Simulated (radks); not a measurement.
Problem. Os63+, 13 electrons, occupied as [Ne] 3s2 3p1. Calculated with a radial shooting solver on a logarithmic mesh with Libxc functionals: scalar-relativistic Kohn-Sham, BLYP, spin-polarised, spherical densities, finite nucleus; open shells are filled with parallel spins first (spin-orbit coupling, left out, can overturn this in heavy ions); Fermi nuclear charge, rms radius 5.4126 fm. Some entries of the table are withheld. Estimate them.

orbital  occ.  eigenvalue (eV)  <r> (bohr)  <1/r> (bohr^-1)
1s up       1        -79201.39     0.01773            90.46
1s down     1        -79197.26     0.01773            90.46
2s up       1              (1)     0.07396            21.46
2s down     1              (2)     0.07395            21.46
2p up       3        -16333.88     0.06620            19.30
2p down     3        -16329.41     0.06620            19.30
3s up       1        -7316.181      0.1779            8.716
3s down     1        -7299.484      0.1780            8.714
3p up       1        -6839.000      0.1749            8.081
3p down     0        -6822.479      0.1749            8.081

Solution. 
(1) 2s up eigenvalue (eV): -17951.76
(2) 2s down eigenvalue (eV): -17948.41
